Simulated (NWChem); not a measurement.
Species: H₃O cation; SMILES [OH3+]

```xyz
4

O      0.0000     0.0000     0.0788
H      0.6693     0.6693    -0.2074
H      0.2450    -0.9143    -0.2074
H     -0.9143     0.2450    -0.2074
```
Atoms are numbered in this order, from 1.

Computed with NWChem. All runs use the structure optimised with B3LYP/6-31G* (spherical d). Level: B3LYP/def2-SVP with SMD (1 M gas to 1 M solution), gas-phase geometry. Reactions with the solvent are ignored.

| solvent | dielectric constant | solvation free energy (kcal/mol) | cavity-dispersion-structure term (kcal/mol) |
|---|---|---|---|
| water | 78.4 | -95.1 | 2.2 |
| 1-propanol | 20.5 | -92.2 | 0.3 |
| cyclohexanone | 15.6 | -72.7 | -0.6 |
| dimethyl sulfoxide | 46.8 | ___ | -0.5 |

**Question.** What belongs in the gaps?

**Answer.** 
- dimethyl sulfoxide, solvation free energy (kcal/mol): -76.0
